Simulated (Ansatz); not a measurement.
Consider the ligand exchange at the Si–C bond: `CC[SiH](O)P` + H₂S → `O[SiH](P)S` + `CC`.

Program: Ansatz. Geometries: PBE0-D4/def2-TZVP. ΔE: electronic, gas phase. CBS: MP2 limit from def2 TZ/QZ plus the TZ coupled-cluster correction, frozen cores. This one scheme is used for every species. DFT in def2-TZVPP. Each species was taken in one conformer, which may not be the lowest.

```json
{"species": "`CC[SiH](O)P`", "r2SCAN energy (Eh)": "-787.70236"}
{"species": "H₂S", "r2SCAN energy (Eh)": "-399.37417"}
{"species": "`O[SiH](P)S`", "r2SCAN energy (Eh)": "-1107.30767"}
{"species": "`CC`", "r2SCAN energy (Eh)": "-79.80020"}
```

Work out ΔE.

ΔE = (-1107.30767) + (-79.80020) − (-787.70236) − (-399.37417) = -0.03134 Eh = -19.7 kcal/mol. CCSD(T)/CBS gives -18.1 kcal/mol.

Largest T1 diagnostic among the species: 0.013.

In def2-TZVPP, CCSD(T) changes the Hartree–Fock value by +2.3 kcal/mol (the triples alone add +0.0 kcal/mol) and MP2 by +1.2 kcal/mol. The D4 term adds +1.0 kcal/mol with B3LYP and +0.7 kcal/mol with PBE0; it sums over pairs of atoms, weighted by their polarisabilities, and B3LYP, whose exchange is more repulsive, gets the larger term.

B3LYP here is the variant with VWN-RPA as its local correlation; programs differ in this.
